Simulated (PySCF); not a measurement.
## Bonding in `C=CC1=CC(C)=C([SiH3])[P@@H]1=S`

C7H11PSSi.
Numbering: `[CH2:1]=[CH:2][C:3]1=[CH:4][C:5]([CH3:6])=[C:7]([SiH3:8])[P@@H:9]1=[S:10]` (hydrogens: H11, H12 on C1; H13 on C2; H14 on C4; H15, H16, H17 on C6; H18, H19, H20 on Si8; H21 on P9)

Structure used (GFN2-xTB), in Å, numbered top down from 1:
```xyz
21
C7H11PSSi angstrom
C      3.6238   -0.7597    0.2024
C      2.8608    0.1844   -0.3416
C      1.4288    0.1730   -0.2316
C      0.5424    1.0336   -0.7812
C     -0.8589    0.7676   -0.5085
C     -1.8963    1.6759   -1.0738
C     -1.1020   -0.3244    0.2540
Si    -2.7199   -1.0221    0.9109
P      0.4833   -1.0272    0.7689
S      0.8242   -1.1696    2.6651
H      3.1818   -1.5717    0.7617
H      4.6968   -0.7469    0.1275
H      3.2964    1.0047   -0.8992
H      0.8315    1.8731   -1.3966
H     -1.8019    1.7188   -2.1589
H     -1.7543    2.6860   -0.6893
H     -2.8959    1.3387   -0.8150
H     -3.6752   -1.0596   -0.2006
H     -2.4514   -2.3779    1.3864
H     -3.2119   -0.1610    1.9859
H      0.5889   -2.2187    0.0330
```

Bond orders from the PBE0/pcSseg-1 density (PySCF). Isolated species at its GFN2-xTB geometry (one conformer only).

(1) Where do the orders between heavy atoms depart from those drawn in the SMILES?

(2) Give the Mayer order of every bond, beside its length.

Answers

(1) The largest departure is 0.316, at C3–C4 (drawn double, 1.684). Drawn single, order below 0.88: C7–Si8 (0.856) and P9–C3 (0.801). Drawn double or triple, more than 0.30 short of the drawn order: C3–C4 (1.684).

(2) 
| bond | drawn as | length (Å) | Mayer order |
| --- | --- | --- | --- |
| C1–C2 | double | 1.330 | 1.873 |
| C2–C3 | single | 1.436 | 1.119 |
| C3–C4 | double | 1.352 | 1.684 |
| C4–C5 | single | 1.452 | 1.069 |
| C5–C6 | single | 1.490 | 1.093 |
| C5–C7 | double | 1.354 | 1.739 |
| C7–Si8 | single | 1.880 | 0.856 |
| C7–P9 | single | 1.809 | 0.882 |
| P9–S10 | double | 1.932 | 1.758 |
| P9–C3 | single | 1.826 | 0.801 |
| C1–H11 | single | 1.081 | 0.940 |
| C1–H12 | single | 1.076 | 0.945 |
| C2–H13 | single | 1.083 | 0.968 |
| C4–H14 | single | 1.080 | 0.992 |
| C6–H15 | single | 1.090 | 0.939 |
| C6–H16 | single | 1.090 | 0.936 |
| C6–H17 | single | 1.086 | 0.946 |
| Si8–H18 | single | 1.466 | 0.934 |
| Si8–H19 | single | 1.462 | 0.946 |
| Si8–H20 | single | 1.463 | 0.945 |
| P9–H21 | single | 1.404 | 0.881 |

By pair of heavy elements: C–C: lowest C4–C5 (1.069, 1.452 Å), highest C1–C2 (1.873, 1.330 Å); in 1 of the 15 pairs the longer bond (by over 0.003 Å) has the higher order (by 0.02 or more). C–P: lowest P9–C3 (0.801, 1.826 Å), highest C7–P9 (0.882, 1.809 Å).

Sum the orders of all bonds at each heavy atom with more than one neighbour and set the sums beside the valence in the SMILES.

C1 3.758 (drawn 4), C2 3.960 (drawn 4), C3 3.604 (drawn 4), C4 3.745 (drawn 4), C5 3.901 (drawn 4), C6 3.914 (drawn 4), C7 3.477 (drawn 4), Si8 3.681 (drawn 4), P9 4.322 (drawn 5). Orders between atoms that aren't bonded are not in these sums.

Mayer orders depend on the basis set.

The run behind these numbers computed NMR shieldings as well. Rough CPU time on one thread of a shared machine: about 4 min (with the writing of density and orbital grids).
